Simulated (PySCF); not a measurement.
# Electric field gradients and quadrupole coupling constants

C5H4F3NO.
Atom-mapped SMILES: `[CH3:1][c:2]1[cH:3][c:4]([C:5]([F:6])([F:7])[F:8])[o:9][n:10]1` (hydrogens: H11, H12, H13 on C1; H14 on C3)

Geometry (GFN2-xTB, Å), atoms numbered from 1 in this order:
```xyz
14
C5H4F3NO angstrom
C     -2.571    0.050    0.042
C     -1.127    0.008   -0.285
C     -0.029    0.006    0.621
C      1.056   -0.037   -0.204
C      2.520   -0.040    0.098
F      3.096    1.141   -0.174
F      3.188   -0.967   -0.594
F      2.734   -0.283    1.398
O      0.655   -0.058   -1.485
N     -0.689   -0.031   -1.514
H     -3.148    0.120   -0.874
H     -2.785    0.907    0.678
H     -2.857   -0.851    0.581
H     -0.045    0.031    1.690
```

Field gradients from the PBE0/pcSseg-1 density (PySCF, non-relativistic), principal values in atomic units, ordered |Vxx| ≤ |Vyy| ≤ |Vzz|:

| atom | Vxx | Vyy | Vzz |
| --- | --- | --- | --- |
| O9 | -0.7330 | -1.0676 | 1.8006 |
| N10 | 0.0376 | 1.1873 | -1.2249 |

**Question.** Find the asymmetry η = (Vxx − Vyy)/Vzz and the couplings χ = eQV/h (234.96 MHz × Q in barn × V in au), with Q(17O) = −0.0256 b, Q(14N) = 0.02044 b.

**Answer.** 
```json
{"atom": "O9", "environment": "ring oxygen", "nucleus": "17O", "η": "0.19", "χzz (MHz)": "-10.83", "χxx (MHz)": "4.41", "χyy (MHz)": "6.42"}
{"atom": "N10", "environment": "pyridine-type nitrogen", "nucleus": "14N", "η": "0.94", "χzz (MHz)": "-5.88", "χxx (MHz)": "0.18", "χyy (MHz)": "5.70"}
```

At N10 η is above 0.9: Vyy and Vzz are nearly equal in size and opposite in sign, so a small change could swap them and flip the sign of χzz. 

**Question.** What is Vzz at N10 in SI units (1 au = 9.71736 × 10²¹ V/m²)?

**Answer.** -1.2249 au = -11.903 × 10²¹ V/m².

**Question.** What couplings would deuterons (Q(2H) = 0.00286 b) have in place of the hydrogens, at this geometry?

**Answer.** 
```tsv
atom	bonded to	bond length (Å)	Vzz (au)	η	χzz (kHz)
H11	C1	1.085	0.3133	0.03	211
H12	C1	1.088	0.3107	0.03	209
H13	C1	1.088	0.3104	0.03	209
H14	C3	1.069	0.3486	0.06	234
```

Isolated species at its GFN2-xTB geometry, gas phase. GFN2-xTB bond lengths can be off by several hundredths of an ångström, more for odd bonds, and the gradients follow them. With so small a basis the couplings can be 20 % off.
